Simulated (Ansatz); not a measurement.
```yaml
crystal:
  periodic: [false, false, false]
  atoms:
    - {symbol: F, position_ang: [0.556712, 0.757425, 1.477357]}
    - {symbol: Al, position_ang: [-0.061828, -0.299153, 0.368988]}
    - {symbol: Cl, position_ang: [1.311053, -1.555348, -0.607374]}
    - {symbol: Zn, position_ang: [-0.165410, 1.678225, -1.684468]}
    - {symbol: H, position_ang: [-1.590726, -0.654849, 0.404096]}
basis:
  gaussian: {orbitals: cc-pVDZ, point_charges: [{charge: 2.00, position_ang: [5.521, 0.558, 0.618]}]}
magnetization: {spin_polarized: true, initial_magnetization: 1}
hamiltonian: {xc: {name: r2SCANh}, dispersion: d4}
scf: {lower_state_search: off}
output: {forces: true}
```

```sh
$ ansatz run in.yaml --threads 2 --pin off --events-out ev --progress --plain --max-ram 4352MiB
```

Shortened log:

```
Error: a molecule whose nuclei and cores have a total charge of 70 cannot have a net charge of 0 together with 1 unpaired electrons
```

(1) What is wrong with this run?

## Answers

(1) The number of unpaired electrons doesn't fit the electron count. The input was rejected before any iteration.
